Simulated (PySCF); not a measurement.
**Orbital energies and ionisation energy**

Species: CH13NOSi4.
Atom-mapped SMILES: `[CH3:1][Si@@H:2]([O:3][SiH3:4])[N:5]([SiH3:6])[SiH3:7]` (hydrogens: H8, H9, H10 on C1; H11 on Si2; H12, H13, H14 on Si4; H15, H16, H17 on Si6; H18, H19, H20 on Si7)

Structure used (PBE0-D3(BJ)/def2-SVP), in Å, numbered top down from 1:
```xyz
20
CH13NOSi4 angstrom
C      1.1851    1.4508   -1.8078
Si     0.7631   -0.1739   -0.9974
O      1.6819   -0.3969    0.3694
Si     2.9656    0.0804    1.3024
N     -0.8796   -0.2146   -0.4075
Si    -2.2375   -0.1512   -1.5083
Si    -1.1544   -0.3898    1.3196
H      1.0276    2.2834   -1.1044
H      0.5478    1.6240   -2.6894
H      2.2340    1.4670   -2.1429
H      1.0162   -1.3078   -1.9338
H      3.6458   -1.1275    1.8492
H      3.9364    0.8668    0.4807
H      2.4801    0.9308    2.4286
H     -3.0719    1.0712   -1.2970
H     -3.1223   -1.3476   -1.3700
H     -1.6837   -0.1165   -2.8980
H     -0.5383    0.7219    2.1042
H     -0.6618   -1.6924    1.8564
H     -2.6388   -0.3317    1.5058
```

Level: CAM-B3LYP/def2-SVPD (PySCF). Frontier orbitals with their largest atomic shares (Löwdin; up to four atoms above 4 %):

| orbital | ε (eV) | main atoms |
| --- | --- | --- |
| HOMO−3 | -10.71 | Si7 31 %, H20 25 %, Si6 9 %, H18 8 % |
| HOMO−2 | -10.34 | O3 32 %, Si4 19 %, H13 15 %, H14 9 % |
| HOMO−1 | -10.09 | O3 30 %, Si4 13 %, Si2 10 %, H12 9 % |
| HOMO | -8.77 | ? |
| LUMO | 0.84 | Si4 20 %, Si7 11 %, Si2 10 %, Si6 7 % |
| LUMO+1 | 1.10 | Si4 14 %, Si6 14 %, Si7 11 %, Si2 7 % |
| LUMO+2 | 1.13 | Si4 18 %, Si6 14 %, Si7 13 %, H18 5 % |

Q: What vertical ionisation energy does ΔSCF give, and how far is −ε(HOMO) from it?

A: ΔSCF: 9.27 eV (894 kJ/mol; threshold wavelength 134 nm); ⟨S²⟩ of the doublet left behind is 0.759, against 0.75 for a pure doublet. −ε(HOMO) is 8.77 eV, 0.50 eV below it. For the exact functional −ε(HOMO) would equal the first vertical ionisation energy; CAM-B3LYP (range-separated hybrid) falls short of its own ΔSCF value by 5 %. Holes in the HOMO−1 and HOMO−2 were tried too where these lie within 1.2 eV of the HOMO; the lowest converged state counts.

Q: On which atoms does the HOMO lie?

A: N5 (nitrogen bridging silicon atoms) 46 %, Si7 (SiH3 silicon) 8 %, Si6 (SiH3 silicon) 8 %, Si2 (oxygen-bound silicon) 8 %. The HOMO−1 lies 1.32 eV lower.

Q: With α = 125.2 au, estimate the like-pair dispersion coefficient by London's formula C6 = (3/4)α²I.

A: I = 0.3406 Eh, so C6 ≈ 4000 au, a rough estimate.

Q: What kinetic energy would electrons from this vertical process carry with 118.2 nm light (10.49 eV)?

A: 10.49 − 9.27 = 1.22 eV.

Q: How many of the 10 lowest singlet excitations (vertical TDDFT, same level) lie below the ionisation energy?

A: All 10; they run from 6.52 to 8.19 eV.

Isolated species at its PBE0-D3(BJ)/def2-SVP geometry (one conformer only).
